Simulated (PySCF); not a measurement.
**Trend along the second period: MMg cations**

r²SCAN with double-zeta basis sets in PySCF, for the lowest determinant that a PBE0 search found; no spin–orbit coupling. De refers to high-spin ground-configuration atoms (the charge goes to the atom of lower measured ionisation energy or higher electron affinity, which is not always the lowest computed limit). A positive dipole points towards Mg; it is taken about the centre of mass and depends on that origin.

```csv
M,basis,charged atom,state (unpaired electrons),Re (Å),ωe (cm⁻¹),De (eV),μ (D)
Li,cc-pVDZ,Li+,singlet (closed shell),2.944,255,0.78,-5.54
Be,cc-pVDZ,Mg+,doublet (σ ↑),2.635,345,1.27,-0.42
C,x2c-SVPall,Mg+,"quartet (σ ↑, π ↑↑)",2.014,618,1.59,6.41
O,def2-SVPD,Mg+,doublet (π ↑),1.844,702,2.32,8.53
F,aug-pcseg-1,Mg+,singlet (closed shell),1.718,820,4.27,9.38
```

(1) By what factor does the bond length vary along the series?

The rows differ in basis set, which adds steps of its own.

The state changes along the series, so neighbouring rows are not always alike in their bonding.

Closed-shell solutions of metal pairs were not tested for spin polarisation, which can lower them a little. For an ion De counts to the pair picked by the measured ionisation energies or electron affinities, which need not be the lowest pair at this level. States were picked by a PBE0 search and need not be the measured ground states.

Answers

(1) At r²SCAN it runs from 1.718 Å (MgF⁺) to 2.944 Å (LiMg⁺), a factor of 1.71.
